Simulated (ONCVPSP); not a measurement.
# Varying the ONCV potential for silicon (Si)

Base potential:

silicon (Si), optimised norm-conserving Vanderbilt (ONCV), made with ONCVPSP 4.0.1 (BLYP, scalar-relativistic). Core [He], reference 2s2 2p6 3s2 (charge +2). Waves: 2s+3s: rc 1.00 bohr, ncon 3, nbas 7, qcut 13.9 1/bohr, 2 projectors; 2p: rc 0.95 bohr, ncon 4, nbas 9, qcut 12.4 1/bohr, 2 projectors, debl 2.2 Ha. Local part: polynomial inside 0.75 bohr (lpopt 3, dvloc0 -1 Ha). Core correction: none.

In the p channel the program set the typed energies aside and used -4.297, 0.250 Ha.

All-electron outer shells of the reference configuration (BLYP, scalar-relativistic, ld1.x):

```
shell  level (eV)  outermost node (bohr)  outermost maximum (bohr)
   1s    -1809.14                      –                      0.07
   2s     -160.62                   0.15                      0.45
   2p     -116.93                      –                      0.39
   3s      -28.48                   0.71                      1.69
```

Cutoffs, loose and tight: the cutoffs (Ha) at which the residual kinetic energy of the hardest occupied pseudo-wave falls to 1 and 0.1 mHa per electron. They do not see the model core or the augmentation charge, which bear on the density cutoff. Test errors are all-electron minus pseudo excitation energies from the reference, over the configurations 2s2 2p6 3s2 3p2; 2s2 2p6 3s2 3p1; 2s2 2p6 3s1; 2s2 2p6 3s0. A dash means not determined; rows that change the core or the reference have their own tests.

| change | outcome | cutoff, loose | cutoff, tight | bound ghosts | GHOST(+) flags above zero | largest test error (meV) |
| --- | --- | --- | --- | --- | --- | --- |
| base | generated, projector energies reset by the program | 72 Ha | 191 Ha | none | none | -11 |
| p: rc 0.66; local potential polynomial inside 0.66 bohr (lpopt 3, dvloc0 -1 Ha) | generated, projector energies reset by the program | 603 Ha | 762 Ha | none | none | -7.9 |
| p: rc 0.74; local potential polynomial inside 0.74 bohr (lpopt 3, dvloc0 -1 Ha) | generated, projector energies reset by the program | 445 Ha | 524 Ha | none | none | -8.1 |
| p: rc 0.86 | generated, projector energies reset by the program | 110 Ha | 357 Ha | none | none | -9.6 |
| p: rc 0.9 | generated, projector energies reset by the program | 77 Ha | 305 Ha | none | none | -10 |
| p: rc 1.14 | generated, projector energies reset by the program | 62 Ha | 69 Ha | none | none | -15 |
| p: rc 1.2 | generated, projector energies reset by the program | 60 Ha | 67 Ha | none | none | -17 |
| p: rc 1.26 | generated, projector energies reset by the program | 57 Ha | 64 Ha | none | none | -21 |

What comes out with this change to the base: p: rc 1.02?

outcome: generated, projector energies reset by the program; cutoff, loose: 68 Ha; cutoff, tight: 77 Ha; bound ghosts: none; GHOST(+) flags above zero: none; largest test error (meV): -12.

What comes out with this change to the base: p: rc 1.38?

outcome: generated, projector energies reset by the program; cutoff, loose: 53 Ha; cutoff, tight: 60 Ha; bound ghosts: none; GHOST(+) flags above zero: none; largest test error (meV): -33.

Reading the sweep of the p radius (base included, trends over the rows without a ghost): The loose cutoff falls from 603 Ha at 0.66 to 53 Ha at 1.38 bohr. A larger radius leaves more room for a smooth pseudo-wave, so fewer plane waves are needed; a smaller one forces it to follow the all-electron wave where it bends sharply. The median size of the test errors (rows with all tests solved) rises from 2.2 meV at 0.66 to 3.9 meV at 1.38 bohr. More of the atom is replaced by a form fitted at one configuration, so other configurations suffer as the radius grows.
